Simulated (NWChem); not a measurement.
System: silene (CH₄Si); SMILES C=[SiH2]

The following NWChem deck was run.

```
start job
memory heap 200 mb stack 900 mb global 1100 mb
geometry units angstroms noautosym nocenter noautoz
  C      0.000000     0.000000     1.156833
  Si     0.000000     0.000000    -0.550782
  H      0.000000     0.926618     1.737769
  H      0.000000    -0.926618     1.737769
  H      0.000000    -1.249623    -1.353995
  H      0.000000     1.249623    -1.353995
end
basis spherical
  C library cc-pvtz
  Si library cc-pvtz
  H library cc-pvtz
end
dft
  xc b3lyp
  iterations 150
end
cosmo
  do_cosmo_smd true
  solvent water
end
task dft energy
```

NWChem printed, in part:

```
             Northwest Computational Chemistry Package (NWChem) 7.3.0
             --------------------------------------------------------

                             Geometry "geometry" -> ""
                             -------------------------

 Output coordinates in angstroms (scale by  1.889725989 to convert to a.u.)

  No.       Tag          Charge          X              Y              Z
 ---- ---------------- ---------- -------------- -------------- --------------
    1 C                    6.0000     0.00000000     0.00000000     1.15683300
    2 Si                  14.0000     0.00000000     0.00000000    -0.55078200
    3 H                    1.0000     0.00000000     0.92661800     1.73776900
    4 H                    1.0000     0.00000000    -0.92661800     1.73776900
    5 H                    1.0000     0.00000000    -1.24962300    -1.35399500
    6 H                    1.0000     0.00000000     1.24962300    -1.35399500

 Effective nuclear repulsion energy (a.u.)      51.1946243680

                                 NWChem DFT Module
                                 -----------------

 Summary of "ao basis" -> "ao basis" (spherical)
 ------------------------------------------------------------------------------
       Tag                 Description            Shells   Functions and Types
 ---------------- ------------------------------  ------  ---------------------
 C                          cc-pvtz                 10       30   4s3p2d1f
 Si                         cc-pvtz                 12       34   5s4p2d1f
 H                          cc-pvtz                  6       14   3s2p1d

 in cosmo_initialize ...
 calling solv_data for solv:h2o

 solvent parameters
 solvname_short: h2o
 solvname_long:  water
 dielec:       78.4000
 dielecinf:     1.7769
 aqueous SMD model solvent descriptors
 dielec:       78.4000
 sola:          0.8200

          ---------------
          -cosmo- solvent
          ---------------
 Cosmo: York-Karplus, doi: 10.1021/jp992097l
 dielectric constant -eps-     =  78.40
 screen = (eps-1)/(eps    )    =   0.98724
 surface charge correction     = lagrangian

   van der Waals surface
 --------------------------

 ---------- ATOMIC COORDINATES (A.U.) ------------ VDWR(ANG.) --
     1    0.00000000    0.00000000    2.18609738     1.850
     2    0.00000000    0.00000000   -1.04082706     2.470
     3    0.00000000    1.75105412    3.28390724     1.200
     4    0.00000000   -1.75105412    3.28390724     1.200
     5    0.00000000   -2.36144506   -2.55867954     1.200
     6    0.00000000    2.36144506   -2.55867954     1.200
 number of segments per atom =        128
 number of   points per atom =        128
 atom (   nspa,  nppa )
 ----------------------
    1 (     60,     0 )       0
    2 (    108,     0 )       0
    3 (     54,     0 )       0
    4 (     54,     0 )       0
    5 (     32,     0 )       0
    6 (     32,     0 )       0
 number of -cosmo- surface points =      340
 molecular surface =     90.662 angstrom**2
 molecular volume  =     75.681 angstrom**3
 -lineq- algorithm             =   0
 -bem- low  level              =   3
 -bem- from -octahedral-
 gaussian surface charge width =   4.50000
 degree of switching           =   1.00000
 switching function tolerance  =   0.00010
 atomic radii =
 --------------
    1  6.000  1.850
    2 14.000  2.470
    3  1.000  1.200
    4  1.000  1.200
    5  1.000  1.200
    6  1.000  1.200
 ...... end of -cosmo- initialization ......

 nat:                     6
 ixmem:                  2111
 calling mnsol_interface()
 G(SMD-CDS) energy (kcal/mol)  =     3.088
 SMD-CDS SASA (angstrom**2)    =   106.237

            General Information
            -------------------
          SCF calculation type: DFT
          Wavefunction type:  closed shell.
          No. of atoms     :     6
          No. of electrons :    24
           Alpha electrons :    12
            Beta electrons :    12
          Charge           :     0
          Spin multiplicity:     1
          Use of symmetry is: off; symmetry adaption is: off
          Maximum number of iterations: 150
          AO basis - number of functions:   120
                     number of shells:    46
          Convergence on energy requested:  1.00D-06
          Convergence on density requested:  1.00D-05
          Convergence on gradient requested:  5.00D-04

[...]

                                COSMO-SMD solvation results
                                ---------------------------

             internal energy in gas <Psi(g)|H|Psi(g)> =      -329.991421318120
         internal energy in solvent <Psi(s)|H|Psi(s)> =      -329.990963427556
                               delta internal energy  =         0.000457890563 (    0.29 kcal/mol)
   total free energy in solvent <Psi(s)|H+V/2|Psi(s)> =      -329.994293081648
 polarization energy contribution <Psi(s)|V/2|Psi(s)> =        -0.003329654091 (   -2.09 kcal/mol)
    total free energy in solvent including G(SMD-CDS) =      -329.989371284297
                       G(SMD-CDS) energy contribution =         0.004921797351 (    3.09 kcal/mol)
     1 M fixed-concentration free energy of solvation =         0.002050033823 (    1.29 kcal/mol)

                       DFT Final Molecular Orbital Analysis
                       ------------------------------------

 Vector   10  Occ=2.000000D+00  E=-3.634440D-01
              MO Center= -1.1D-10,  4.9D-08,  3.0D-01, r^2= 2.5D+00
   Bfn.  Coefficient  Atom+Function         Bfn.  Coefficient  Atom+Function
  ----- ------------  ---------------      ----- ------------  ---------------
    41      0.326877  2 Si pz                10     -0.257193  1 C  pz
     7     -0.235994  1 C  pz                13     -0.129407  1 C  pz
    94     -0.120948  5 H  s                108     -0.120948  6 H  s
    47      0.113919  2 Si pz                66     -0.099993  3 H  s
    80     -0.099993  4 H  s                 65     -0.075724  3 H  s

 Vector   11  Occ=2.000000D+00  E=-3.573471D-01
              MO Center=  1.6D-10, -5.1D-08, -7.9D-01, r^2= 2.9D+00
   Bfn.  Coefficient  Atom+Function         Bfn.  Coefficient  Atom+Function
  ----- ------------  ---------------      ----- ------------  ---------------
    40      0.299863  2 Si py                94     -0.212439  5 H  s
   108      0.212439  6 H  s                 93     -0.141340  5 H  s
   107      0.141340  6 H  s                 95     -0.135124  5 H  s
   109      0.135124  6 H  s                 46      0.115340  2 Si py
     9     -0.110182  1 C  py                 6     -0.097476  1 C  py

 Vector   12  Occ=2.000000D+00  E=-2.400437D-01
              MO Center=  5.1D-10, -5.4D-10,  5.3D-01, r^2= 2.2D+00
   Bfn.  Coefficient  Atom+Function         Bfn.  Coefficient  Atom+Function
  ----- ------------  ---------------      ----- ------------  ---------------
    39      0.305132  2 Si px                 8      0.287052  1 C  px
    11      0.277826  1 C  px                45      0.238570  2 Si px
     5      0.233240  1 C  px                42      0.051233  2 Si px
    56     -0.040039  2 Si d  1              51     -0.028864  2 Si d  1
    36     -0.028032  2 Si px

 Vector   13  Occ=0.000000D+00  E=-5.237380D-02
              MO Center=  2.4D-09,  6.6D-10, -2.0D-01, r^2= 3.4D+00
   Bfn.  Coefficient  Atom+Function         Bfn.  Coefficient  Atom+Function
  ----- ------------  ---------------      ----- ------------  ---------------
    45      0.646101  2 Si px                11     -0.468068  1 C  px
    39      0.358061  2 Si px                 8     -0.231454  1 C  px
     5     -0.205904  1 C  px                51      0.074956  2 Si d  1
    56      0.064353  2 Si d  1              42      0.059989  2 Si px
    99      0.026362  5 H  px               113      0.026362  6 H  px

 Vector   14  Occ=0.000000D+00  E= 2.525246D-02
              MO Center= -1.8D-09,  1.1D-09, -4.8D-01, r^2= 5.0D+00
   Bfn.  Coefficient  Atom+Function         Bfn.  Coefficient  Atom+Function
  ----- ------------  ---------------      ----- ------------  ---------------
    35      2.391046  2 Si s                  4     -1.809914  1 C  s
    95     -0.823307  5 H  s                109     -0.823307  6 H  s
    13      0.553328  1 C  pz                47      0.551486  2 Si pz
    33      0.283754  2 Si s                 67      0.250911  3 H  s
    81      0.250911  4 H  s                  2     -0.207714  1 C  s

 Vector   15  Occ=0.000000D+00  E= 3.644956D-02
              MO Center= -4.6D-10,  1.9D-09, -3.4D-01, r^2= 5.9D+00
   Bfn.  Coefficient  Atom+Function         Bfn.  Coefficient  Atom+Function
  ----- ------------  ---------------      ----- ------------  ---------------
     4      2.216380  1 C  s                 47     -1.629259  2 Si pz
    95     -0.993975  5 H  s                109     -0.993975  6 H  s
    67     -0.530049  3 H  s                 81     -0.530049  4 H  s
    35      0.340390  2 Si s                 41     -0.298313  2 Si pz
    66     -0.228830  3 H  s                 80     -0.228830  4 H  s

     Multipole analysis of the density
     ---------------------------------

     L   x y z        total         alpha         beta         nuclear
     -   - - -        -----         -----         ----         -------
     0   0 0 0     -0.000000    -12.000000    -12.000000     24.000000

     1   1 0 0      0.000000      0.000000      0.000000      0.000000
     1   0 1 0      0.000000      0.000000      0.000000      0.000000
     1   0 0 1     -0.416898     -0.206179     -0.206179     -0.004539

     2   2 0 0    -17.045833     -8.522916     -8.522916      0.000000
     2   1 1 0      0.000000      0.000000      0.000000      0.000000
     2   1 0 1      0.000000      0.000000      0.000000      0.000000
     2   0 2 0    -15.223812    -16.254519    -16.254519     17.285227
     2   0 1 1     -0.000000     -0.000000     -0.000000      0.000000
     2   0 0 2    -15.104520    -46.803460    -46.803460     78.502400
```

Level: B3LYP/cc-pVTZ, SMD on the gas-phase geometry. All runs use the structure optimised with PBE0/def2-SVP. B3LYP is NWChem's, with the RPA form of VWN correlation. Solvent: water.
